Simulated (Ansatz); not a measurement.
**A basis-limit estimate, worked out**

An elementary step of SiH2Cl3F, closed shell (SiCl₃F ([F][Si]([Cl])([Cl])[Cl]) + H₂ → SiHCl₃ ([Cl][SiH]([Cl])[Cl]) + HF; bonds formed: Si1–H7, F2–H6; bonds broken: Si1–F2, H6–H7). “Start” is the structure reached by relaxing down from the saddle towards the reactants; PBE0-D4/def2-TZVP structures. The saddle:

Si1  (-0.248, -0.227, -0.060)
F2  (0.167, 1.329, 0.927)
Cl3  (0.139, -1.765, -1.392)
Cl4  (-0.630, -1.243, 1.650)
Cl5  (-1.790, 0.726, -0.965)
H6  (1.054, 0.944, 0.243)
H7  (1.307, 0.236, -0.403)
(Å)

Ansatz 0.2.0; basis: def2-TZVPP and def2-QZVPP; cores frozen in the correlated methods.

Energies in eV:

| quantity | saddle | start |
| --- | --- | --- |
| Hartree–Fock, triple zeta (X = 3) | -48115.24458 | -48118.85122 |
| Hartree–Fock, quadruple zeta (X = 4) | -48116.66465 | -48120.29026 |
| MP2 correlation, X = 3 | -26.75458 | -25.98397 |
| MP2 correlation, X = 4 | -29.38303 | -28.58357 |
| CCSD(T) correlation, X = 3 | -29.20848 | -28.47609 |

**Question.** Work out the barrier at the basis limit: extrapolate Hartree–Fock as E(X) = E∞ + A exp(−7.88 √X) and the MP2 correlation as E(X) = E∞ + B X^−2.97 (the exponents that Neese and Valeev fitted for def2-TZVPP and QZVPP), then add CCSD(T) − MP2 in triple zeta.

**Answer.** Each step is linear, so take the differences first (saddle − start): Hartree–Fock 3.60664 (X = 3) and 3.62561 (X = 4); MP2 correlation -0.77061 and -0.79946; CCSD(T) correlation -0.73239.
Two points give E∞ = E(4) + w [E(4) − E(3)], with w = 1/(exp(7.88 (2 − √3)) − 1) = 0.1377 for Hartree–Fock and w = 1/((4/3)^2.97 − 1) = 0.7407 for the correlation.
Hartree–Fock: 3.62561 + 0.1377 × 0.01897 = 3.6282 eV.
MP2 correlation: -0.79946 + 0.7407 × (-0.02885) = -0.8208 eV.
CCSD(T) − MP2: -0.73239 − (-0.77061) = 0.0382 eV.
Sum: 3.6282 + (-0.8208) + 0.0382 = 2.8456 eV, or 65.62 kcal/mol. Plain CCSD(T) in triple zeta gives 2.8742 eV, so the larger basis shifts the result by -0.0286 eV.

No T1 diagnostic of these runs exceeds 0.011.

Labels in which every atom is bracketed show which atoms are joined, not bond orders.

For scale, one of the runs: CCSD(T)/def2-TZVPP, 227 basis functions, launched by `ansatz run in.yaml --threads 4 --pin off --events-out ev --progress --plain --max-ram 9574MiB`. The run took 81 s on 4 CPU threads of a Oxide Virtual Turin-like (shared host), with 3.5 GiB of host memory at its peak.
